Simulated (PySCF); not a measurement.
C4H8BO2S (doublet state).
Atom-mapped SMILES: `[CH3:1][C@H:2]([S:3])[B:4]1[O:5][CH2:6][CH2:7][O:8]1` (hydrogens: H9, H10, H11 on C1; H12 on C2; H13, H14 on C6; H15, H16 on C7)

Geometry (GFN2-xTB, Å), atoms numbered from 1 in this order:
```xyz
16
C4H8BO2S angstrom
C      2.411    0.284   -0.775
C      1.566    0.408    0.488
S      2.066   -0.820    1.719
B      0.010    0.135    0.279
O     -0.484   -0.759   -0.621
C     -1.893   -0.799   -0.498
C     -2.221    0.221    0.619
O     -0.964    0.739    1.015
H      3.469    0.382   -0.537
H      2.242   -0.682   -1.243
H      2.134    1.065   -1.480
H      1.727    1.377    0.967
H     -2.193   -1.817   -0.235
H     -2.338   -0.526   -1.459
H     -2.843    1.048    0.265
H     -2.696   -0.247    1.485
```

The calculation used UKS B3LYP, pcH-1 on B C H O S, non-relativistic, mean-field spin-orbit, GIAO in PySCF 2.14.0. The structure is a single GFN2-xTB conformer in the gas phase; no vibrational or solvent corrections. The geometry wasn't refined by DFT: couplings that depend on bond lengths, twists or pyramidal angles can differ widely from those at the functional's own minimum, by a factor of two or more for some ions and for spin on atoms past the first row.

Output of the driver script. The program numbers atoms from 0.

```
UKS, coarse grid
  cycle   1  E = -730.68120288  |g| = 6.31e-01
  cycle   2  E = -730.49252866  |g| = 9.68e-01
  cycle   3  E = -730.81819056  |g| = 7.22e-02
  cycle   4  E = -730.81989505  |g| = 3.38e-02
  cycle   5  E = -730.82039207  |g| = 8.99e-03
  cycle   6  E = -730.82042135  |g| = 4.57e-03
  cycle   7  E = -730.82042829  |g| = 1.17e-03
  cycle   8  E = -730.82042960  |g| = 5.27e-04
UKS, final grid
  cycle   1  E = -730.82044180  |g| = 7.56e-04
  cycle   2  E = -730.82044179  |g| = 1.26e-03
  cycle   3  E = -730.82044251  |g| = 2.05e-04
  cycle   4  E = -730.82044269  |g| = 1.71e-04
  cycle   5  E = -730.82044321  |g| = 1.62e-04
  cycle   6  E = -730.82044447  |g| = 1.40e-04
  cycle   7  E = -730.82044641  |g| = 1.08e-04
  cycle   8  E = -730.82044759  |g| = 6.29e-05
  cycle   9  E = -730.82044762  |g| = 3.97e-05
  cycle  10  E = -730.82044767  |g| = 2.20e-05
  cycle  11  E = -730.82044768  |g| = 9.72e-06
E = -730.82044768 Eh   <S^2> = 0.7527 (exact 0.7500)
g shifts (ppm)      1          2          3
  rmc          -221       -221       -221
  gc            -14         49         41
  oz_so         185      19285     560681
  total         -50      19120     560510
hyperfine (MHz)  atom isotope    a_iso     a_fc   dipolar eigenvalues
    0   13C      -2.49      -2.49     -0.77     -0.56      1.33
    1   13C     -10.07     -10.07     -5.60     -4.16      9.75
    2   33S      13.61      13.61    -86.17    -85.14    171.31
    3   11B      47.30      47.30     -3.39     -2.19      5.58
    4   17O      -1.28      -1.28     -3.03      1.22      1.81
    5   13C       0.47       0.47     -0.34     -0.21      0.55
    6   13C       0.72       0.72     -0.29     -0.22      0.51
    7   17O      -0.65      -0.65     -0.64      0.04      0.60
    8    1H       1.55       1.55     -2.62     -2.51      5.13
    9    1H       0.76       0.76     -2.47     -2.30      4.77
   10    1H      -2.50      -2.50     -1.56     -1.36      2.92
   11    1H      85.03      85.03     -5.91     -1.96      7.86
   12    1H       1.25       1.25     -0.84     -0.71      1.56
   13    1H       0.42       0.42     -0.65     -0.60      1.25
   14    1H      -0.07      -0.07     -0.56     -0.55      1.11
   15    1H       0.23       0.23     -0.74     -0.69      1.43
```

Problem. Can this result be taken as it stands? Point to the evidence in the output.

Solution. No. The largest g shift is +0.561, past the limit of 0.03 at which the run flags a species of elements up to argon. The orbital-Zeeman/spin–orbit term is second order, a sum of spin–orbit matrix elements over excitation energies, so it grows and becomes less reliable as an excited state comes close; a shift this large should be checked with a method that treats spin–orbit coupling variationally or among several states. The contact and dipolar couplings don't rest on that expansion, but they belong to the state that the SCF found, and a close-lying state with the spin in another orbital would have other couplings; no stability test was run. The run left out the spin–orbit part of the hyperfine coupling.

Problem. Where is the spin in this solution (atoms counted from 1)?

Solution. The largest Mulliken spin population is on S3 (+0.95). The unrestricted determinant has ⟨S²⟩ = 0.7527 (exact 0.7500), so spin contamination is small. 

Problem. Average a_iso over equivalent nuclei, turn it into first-order splittings with g = 2.0023, and give the multiplets for abundant isotopes (0.05 mT or more).

Solution. 
```
nuclei (from 1)  isotope    I         position  a_iso (MHz)  |a| (mT)      splits into
            H12       1H  1/2  2 bonds from S3         85.0      3.03      1:1 doublet
             B4      11B  3/2  2 bonds from S3         47.3      1.69  1:1:1:1 quartet
```

Main isotope only: 11B (natural samples also hold 20 % 10B, magnetic too, which adds its own pattern).

On an Arm Neoverse V2 with one thread (shared host), this took 75 s of wall time (with the writing of density and orbital grids) and 1.1 GiB of memory at its peak.
